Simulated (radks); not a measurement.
Task: These are the eigenvalues of the occupied orbitals of an atom or ion with whole-number occupations (hartree). All-electron calculation, scalar-relativistic Kohn-Sham, BLYP, spin-polarised, spherical densities, finite nucleus; Fermi nuclear charge, rms radius of each element as measured or else 0.836 A^(1/3) + 0.57 fm. Program: a radial shooting solver on a logarithmic mesh with Libxc functionals.

1s up: -2975.970
1s down: -2975.961
2s up: -532.0978
2s down: -532.0927
2p up: -461.3271
2p down: -461.3221
3s up: -131.9317
3s down: -131.9266
3p up: -111.3926
3p down: -111.3874
3d up: -89.42334
3d down: -89.41823
4s up: -35.06822
4s down: -35.05905
4p up: -28.32084
4p down: -28.31062
4d up: -20.20905
4d down: -20.19624
5s up: -11.77880
4f up: -11.17815
4f down: -11.16103
5p up: -9.77570
5p down: -9.72547

Which element is it, and in what charge state? The configuration may be excited. Open shells, if any, are filled with parallel spins first.

Result: Z = 79, gold, charge +12: Au12+ in [Kr] 4d10 4f14 5s1 5p6. The list shows which subshells hold electrons but not how many an open one holds; the 1s level, -2976 hartree, gives Z - s = 77.1 by -(Z - s)^2/2, which with screening and relativity narrows Z to a few neighbours, and the depths of the outer levels then fix element, charge and occupations together.
